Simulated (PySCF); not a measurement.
# Correlation energy of Ne (neon, neutral)

Starting occupation: [Ne]. Computed with PySCF 2.14 in x2c-TZVPall-2c with one added diffuse shell each of s, p, d type (6s4p3d1f, 40 functions), with X2C-1e with screened-nucleus spin-orbit coupling, Gaussian nucleus. Frozen: 1s2; 8 electrons correlated.

MP2 pair energies summed by pair of shells (mhartree):

```tsv
pair	energy	share (%)
2p1/2-2p3/2	-88.75	33.5
2p3/2-2p3/2	-82.48	31.2
2p3/2-2s1/2	-43.20	16.3
2p1/2-2s1/2	-21.60	8.2
2p1/2-2p1/2	-19.05	7.2
2s1/2-2s1/2	-9.57	3.6
```

Total MP2 correlation energy: -264.66 mhartree.
